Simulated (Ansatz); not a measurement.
One change: `O[SiH2]OC[SiH3]` becomes `[SiH3]BOC[SiH3]`.

Ansatz, PBE0-D4/def2-TZVP geometries, multiplicity 1. Each molecule was computed in one conformer, which needn't be the lowest.

| property | `O[SiH2]OC[SiH3]` |
| --- | --- |
| HOMO energy (PBE/def2-TZVPP) / eV | -6.36 |
| HOMO–LUMO gap (ωB97M-V/def2-TZVPP) / eV | 11.96 |
| HOMO energy (ωB97M-V/def2-TZVPP) / eV | -10.07 |
| HOMO energy (PBE0/def2-TZVPP) / eV | -7.77 |
| size of the dipole moment (PBE/def2-TZVPP) / D | 1.96 |
| HOMO–LUMO gap (PBE0/def2-TZVPP) / eV | 8.07 |

**Question.** Give the same properties after the change, and the shifts. (Best estimate.)

**Answer.** Computed: 
```json
{"property": "HOMO energy (PBE/def2-TZVPP) / eV", "`[SiH3]BOC[SiH3]`": "-6.53", "shift": "-0.17"}
{"property": "HOMO–LUMO gap (ωB97M-V/def2-TZVPP) / eV", "`[SiH3]BOC[SiH3]`": "10.81", "shift": "-1.15"}
{"property": "HOMO energy (ωB97M-V/def2-TZVPP) / eV", "`[SiH3]BOC[SiH3]`": "-9.95", "shift": "0.12"}
{"property": "HOMO energy (PBE0/def2-TZVPP) / eV", "`[SiH3]BOC[SiH3]`": "-7.78", "shift": "-0.01"}
{"property": "size of the dipole moment (PBE/def2-TZVPP) / D", "`[SiH3]BOC[SiH3]`": "1.81", "shift": "-0.15"}
{"property": "HOMO–LUMO gap (PBE0/def2-TZVPP) / eV", "`[SiH3]BOC[SiH3]`": "6.71", "shift": "-1.36"}
```

Dipoles are sizes alone; their direction can turn.
